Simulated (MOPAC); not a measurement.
MOPAC input (PM6):

```
PM6 1SCF GEO-OK AUX(PRECISION=9) THREADS=1
Ag2

Ag   -0.00000000 1   -0.00000000 1   -1.29830898 1
Ag    0.00000000 1    0.00000000 1    1.29830898 1
```

Output:

```
 *******************************************************************************
 **                                                                           **
 **                              MOPAC v23.2.5                                **
 **                                                                           **
 *******************************************************************************
 ** MOPAC's Digital Object Identifier: https://doi.org/10.5281/zenodo.6511958 **
 **                                                                           **
 ** Please cite the open-source release paper for use of this MOPAC version:  **
 ** J. E. Moussa and J. J. P. Stewart (2026)                                  **
 ** MOPAC: An open-source semiempirical molecular orbital program             **
 ** J. Open Source Softw., 11(119), 8025, https://doi.org/10.21105/joss.08025 **
 *******************************************************************************

                              PM6 CALCULATION RESULTS

 *******************************************************************************
 *  PM6        - The PM6 Hamiltonian to be used
 *  GEO-OK     - OVERRIDE INTERATOMIC DISTANCE AND OTHER SAFETY CHECKS
 *  1SCF       - DO 1 SCF AND THEN STOP
 *  AUX        - OUTPUT AUXILIARY INFORMATION
 *******************************************************************************
PM6 1SCF GEO-OK AUX(PRECISION=9) THREADS=1
 Ag2

   ATOM   CHEMICAL          X               Y               Z
  NUMBER   SYMBOL      (ANGSTROMS)     (ANGSTROMS)     (ANGSTROMS)

     1      Ag         -0.00000000  *  -0.00000000  *  -1.29830898  *
     2      Ag          0.00000000  *   0.00000000  *   1.29830898  *

          CARTESIAN COORDINATES

    NO.       ATOM           X           Y           Z

     1        Ag         -0.0000     -0.0000     -1.2983
     2        Ag          0.0000      0.0000      1.2983

 General Reference for PM6:
 "Optimization of Parameters for Semiempirical Methods V: Modification of NDDO Approximations
 and Application to 70 Elements", J. J. P. Stewart, J. Mol. Mod., 13, 1173-1213 (2007)
 URL: https://link.springer.com/article/10.1007/s00894-007-0233-4

           Empirical Formula: Ag2  =     2 atoms

      MOLECULAR POINT GROUP   :   D*h

      RHF CALCULATION, NO. OF DOUBLY OCCUPIED LEVELS = 11

 -------------------------------------------------------------------------------
 PM6 1SCF GEO-OK AUX(PRECISION=9) THREADS=1
 Ag2

     1SCF WAS SPECIFIED, SO BFGS WAS NOT USED
     SCF FIELD WAS ACHIEVED

                              PM6 CALCULATION
                                                       MOPAC v23.2.5 Linux

          FINAL HEAT OF FORMATION =        100.48500 KCAL/MOL =     420.42924 KJ/MOL

          COSMO AREA              =         82.47 SQUARE ANGSTROMS
          COSMO VOLUME            =         63.66 CUBIC ANGSTROMS

          IONIZATION POTENTIAL    =         10.019310 EV
          HOMO LUMO ENERGIES (EV) =        -10.019 -3.752
          NO. OF FILLED LEVELS    =         11
          MOLECULAR WEIGHT        =        215.7360         POINT GROUP:  D*h

          MOLECULAR DIMENSIONS (Angstroms)

            Atom       Atom       Distance
           Ag     2   Ag     1     2.59662
           Ag     2   Ag     1     0.00000
           Ag     1   Ag     2     0.00000

          SCF CALCULATIONS        =          1

   ATOM   CHEMICAL          X               Y               Z
  NUMBER   SYMBOL      (ANGSTROMS)     (ANGSTROMS)     (ANGSTROMS)

     1      Ag         -0.00000000  *  -0.00000000  *  -1.29830898  *
     2      Ag          0.00000000  *   0.00000000  *   1.29830898  *

                             CARTESIAN COORDINATES

   1   Ag       -0.000000000    -0.000000000    -1.298308980
   2   Ag        0.000000000     0.000000000     1.298308980

           Empirical Formula: Ag2  =     2 atoms

      MOLECULAR POINT GROUP   :   D*h

                  EIGENVALUES
 -10.94920 -10.82518 -10.79787 -10.79787 -10.79742 -10.79742 -10.75606 -10.75606
 -10.75599 -10.75599 -10.01931  -3.75181   3.99785   3.99785   5.61039   5.61039
   6.01235   6.88458

              NET ATOMIC CHARGES AND DIPOLE CONTRIBUTIONS

  ATOM NO.   TYPE          CHARGE      No. of ELECS.   s-Pop       p-Pop       d-Pop
    1         Ag          -0.000000       11.0000     0.99349     0.00970     9.99680
    2         Ag           0.000000       11.0000     0.99349     0.00970     9.99680
 DIPOLE           X         Y         Z       TOTAL
 POINT-CHG.     0.000     0.000     0.000     0.000
 HYBRID         0.000     0.000    -0.000     0.000
 SUM            0.000     0.000     0.000     0.000

          ATOMIC ORBITAL ELECTRON POPULATIONS

     Atom    s        px        py        pz      x^2-y^2     xz        z^2       yz        xy
    1 Ag   0.99349   0.00000   0.00000   0.00970   2.00000   2.00000   1.99681   2.00000   2.00000
    2 Ag   0.99349   0.00000   0.00000   0.00970   2.00000   2.00000   1.99681   2.00000   2.00000

 **********************
 *                    *
 * JOB ENDED NORMALLY *
 *                    *
 **********************

 == MOPAC DONE ==
```

The geometry given is a B3LYP-D3(BJ)/def2-TZVP minimum.
